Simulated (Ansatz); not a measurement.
`O=CC([SiH3])=S` and `CC([SiH3])=S` differ in one atom or group.

Ansatz, PBE0-D4/def2-TZVP geometries, multiplicity 1. Each molecule was computed in one conformer, which needn't be the lowest.

```csv
property,`O=CC([SiH3])=S`
HOMO energy (ωB97M-V/def2-TZVPP) / eV,-9.23
LUMO energy (PBE/def2-TZVPP) / eV,-4.72
size of the dipole moment (ωB97M-V/def2-TZVPP) / D,1.04
HOMO–LUMO gap (PBE/def2-TZVPP) / eV,1.05
HOMO–LUMO gap (ωB97M-V/def2-TZVPP) / eV,7.57
HOMO energy (PBE0/def2-TZVPP) / eV,-7.03
```

**Question.** What does the change do to each property? (An estimate is asked.)

**Answer.** Computed: 
| property | `CC([SiH3])=S` | shift |
| --- | --- | --- |
| HOMO energy (ωB97M-V/def2-TZVPP) / eV | -8.56 | 0.67 |
| LUMO energy (PBE/def2-TZVPP) / eV | -3.40 | 1.32 |
| size of the dipole moment (ωB97M-V/def2-TZVPP) / D | 2.06 | 1.02 |
| HOMO–LUMO gap (PBE/def2-TZVPP) / eV | 1.81 | 0.76 |
| HOMO–LUMO gap (ωB97M-V/def2-TZVPP) / eV | 8.22 | 0.65 |
| HOMO energy (PBE0/def2-TZVPP) / eV | -6.39 | 0.64 |

With PBE0 the HOMO rises by 0.64 eV and the LUMO rises by 1.35 eV, so the gap widens by about 0.71 eV. PBE moves the HOMO by 0.56 eV and ωB97M-V by 0.67 eV. Dipoles are sizes alone; their direction can turn.
